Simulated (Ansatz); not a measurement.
Reaction (hydrogenolysis of a Ge–Ge bond): `[SiH3][GeH2][GeH2][GeH3]` + H₂ → `[GeH3][GeH3]` + `[SiH3][GeH3]`

Gas-phase electronic energies from Ansatz, PBE0-D4/def2-TZVP geometries. CCSD(T)/CBS adds triple-zeta CCSD(T) − MP2 to the extrapolated MP2 energy (def2 sets, frozen cores). This one scheme is used for every species. Functionals use def2-TZVPP. For Ge outer-core shells are correlated without core-valence functions, which leaves a few kJ/mol of doubt a bond. Scalar relativity is left out up to krypton. One conformer a species, not always the lowest.

| level | ΔE (eV) |
| --- | --- |
| PBE-QIDH | 0.23 |
| BLYP | 0.09 |
| RPA@PBE/def2-TZVPP | 0.21 |
| MP2/CBS(def2) | 0.37 |

What does CCSD(T)/CBS give? (An estimate is asked.)

The calculation gave: +0.27 eV. The listed levels differ from it by -0.04, -0.18, -0.06, 0.10 eV.

Largest T1 diagnostic among the species: 0.012.

Leaving LDA and LC-ωPBE aside and taking each functional with its dispersion term where it has one, the values, not all of them listed here, spread over 0.27 eV, from B97M-V to revPBE-D4. At CCSD(T), def2-SVP lies −0.18 eV from the extrapolated value and def2-TZVPP −0.03 eV.
